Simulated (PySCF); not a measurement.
PySCF 2.14 output of an unrestricted r2SCANh calculation on a single atom or ion in def2-QZVPPD with the def2 core potential (60 electrons) (7s5p4d4f2g, 88 functions), with a scalar-relativistic core potential:

```
SCF conv_tol = 1e-09
number electrons alpha = 10  beta = 6
    M. Bursch, H. Neugebauer, S. Ehlert, and S. Grimme.,  J. Chem. Phys. 156, 134105 (2022)
cycle= 1 E= -103.694779322587  delta_E= -0.00938  |g|= 0.0212  |ddm|= 0.221
cycle= 2 E= -103.695337479032  delta_E= -0.000558  |g|= 0.00712  |ddm|= 0.0523
cycle= 3 E= -103.695541504708  delta_E= -0.000204  |g|= 0.00571  |ddm|= 0.0245
cycle= 4 E= -103.695652242674  delta_E= -0.000111  |g|= 0.00277  |ddm|= 0.0216
cycle= 5 E= -103.695694260443  delta_E= -4.2e-05  |g|= 0.00113  |ddm|= 0.0172
cycle= 6 E= -103.695699448062  delta_E= -5.19e-06  |g|= 0.000894  |ddm|= 0.00426
cycle= 7 E= -103.695709834316  delta_E= -1.04e-05  |g|= 0.000415  |ddm|= 0.0136
cycle= 8 E= -103.695712474707  delta_E= -2.64e-06  |g|= 0.000156  |ddm|= 0.00864
cycle= 9 E= -103.695712667394  delta_E= -1.93e-07  |g|= 5.13e-05  |ddm|= 0.00272
cycle= 10 E= -103.695712671861  delta_E= -4.47e-09  |g|= 8.11e-06  |ddm|= 0.000376
cycle= 11 E= -103.695712671999  delta_E= -1.38e-10  |g|= 8.28e-07  |ddm|= 5.51e-05
converged SCF energy = -103.695712671999  <S^2> = 6.0041597  2S+1 = 5.0016636
```

The run itself started from symmetry-adapted Hartree-Fock orbitals and held the occupation by maximum overlap, on a logarithmic radial grid, so the iterations belong to that start.

Q: Which element, charge and spin multiplicity is this?

A: Ir⁺ (iridium, charge +1), multiplicity 5; the state was [Xe] 4f14 5d7 6p1, one real determinant (an excited configuration).

⟨L²⟩ = 13.79 against 20 for a pure G term, so this real determinant mixes terms. Energies and moments cover only the electrons outside the core potential. Spin-orbit coupling, absent here, splits the open shell strongly.
